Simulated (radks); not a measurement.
Au2+, configuration [Xe] 4f14 5d9.

Method: scalar-relativistic Kohn-Sham, LDA (Slater exchange, Perdew-Wang correlation), spin-unpolarised, spherical densities, finite nucleus; Fermi nuclear charge, rms radius 5.4371 fm; computed with a radial shooting solver on a logarithmic mesh with Libxc functionals.

Energy parts (hartree):
part                       energy
total                 -18995.9808
kinetic                21236.3121
electron-nucleus      -47204.2166
Hartree                 7323.0092
exchange-correlation    -351.0854

Orbitals (lengths in bohr, moments of r in powers of bohr):
orbital  occ.  eigenvalue (hartree)       <r^4>
1s          2             -2965.614   4.258e-07
2s          2             -524.0031  0.00006240
2p          6             -453.4667  0.00005056
3s          2             -124.2798    0.002258
3p          6             -103.8100    0.002478
3d         10             -81.85659    0.001904
4s          2             -27.57546     0.05068
4p          6             -20.85763     0.06777
4d         10             -12.77666     0.09381
5s          2              -4.79144       1.340
4f         14              -3.79886      0.1867
5p          6              -2.99945       2.514
5d          9              -1.01537       12.17
6s          0              -0.85097       62.87
6p          0              -0.54439       163.9

The highest occupied level is 5d at -27.630 eV. The density falls to 0.001 e/bohr^3 at r = 3.50 bohr. For comparison, the ionisation energy in NIST's Atomic Spectra Database is 30 eV (theoretical). In exact Kohn-Sham theory the highest level is minus the ionisation energy, but local and semilocal functionals leave it too shallow, through self-interaction and a potential that decays too fast; potentials with the right tail come closer. The electron density at the nucleus is 2.292e+06 e/bohr^3 (large components only). Summed over all electrons, <r^2> = 42.29 bohr^2, which gives a Langevin (diamagnetic) susceptibility term of -33.5 x 10^-6 cm^3/mol.

Beside tabulated values, note that spin-unpolarised runs miss the spin-polarisation part of the exchange energy of open shells.
